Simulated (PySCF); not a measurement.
Which level of theory gave which numbers?

Species: C3H8BFO.
InChI=1S/C3H8BFO/c4-6-2-1-3(6)5/h3H,1-2H2,4H3/t3-/m1/s1

The closed-shell ground state was solved 7 times with PySCF (density fitting, gas phase), always with PBE0, in these basis sets: 6-31+G*, IGLO-III, STO-3G, aug-cc-pVDZ, cc-pVDZ, cc-pVTZ and pcSseg-0. The structure is a single PBE0-D3(BJ)/def2-SVP conformer in the gas phase; no vibrational or solvent corrections.

| row | total energy (Eh) | HOMO (eV) | LUMO (eV) | dipole (D) |
| --- | --- | --- | --- | --- |
| P | -317.8925 | -7.89 | 0.83 | 6.03 |
| Q | -318.7680 | -7.90 | 0.39 | 5.39 |
| R | -318.6426 | -7.88 | 0.05 | 5.53 |
| S | -318.6499 | -7.74 | 1.08 | 5.44 |
| T | -314.5049 | -5.68 | 4.79 | 5.66 |
| U | -318.7502 | -7.88 | 0.74 | 5.39 |
| V | -318.6730 | -7.88 | -0.32 | 5.37 |

Problem. Which basis belongs to which row?

Solution. P = pcSseg-0, Q = IGLO-III, R = 6-31+G*, S = cc-pVDZ, T = STO-3G, U = cc-pVTZ, V = aug-cc-pVDZ. From the lowest total energy up: IGLO-III (290 functions) 0 eV; cc-pVTZ (292 functions) +0.49 eV; aug-cc-pVDZ (210 functions) +2.58 eV; cc-pVDZ (124 functions) +3.21 eV; 6-31+G* (124 functions) +3.41 eV; pcSseg-0 (70 functions) +23.82 eV; STO-3G (38 functions) +116.01 eV.
